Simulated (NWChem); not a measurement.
# Total energies of As

```
As
```
Charge 0, spin multiplicity 4.

Everything below was run with NWChem.

Basis set: def2-QZVP (75 functions).

```tsv
method	total energy (Ha)	relative cost
UHF	-2234.23914	1
UMP2	-2234.49318	under 3
UB2PLYP	-2235.50385	under 3
UPBE	-2235.52150	under 3
UB3LYP	-2235.89861	under 3
Ur2SCAN	-2235.84762	under 3
```

Total energies of different functionals aren't comparable as a measure of quality: only differences taken within one method are. Costs are rough ratios of processor time within this set of runs, SCF included, with UHF as 1.

The Hamiltonian is non-relativistic. The correlated methods keep 9 core orbitals frozen. B3LYP has NWChem's definition, with VWN1-RPA local correlation. The stability of the SCF solutions was not checked. Open-shell Hartree-Fock references start from PBE0 orbitals; any time given for them includes that run.
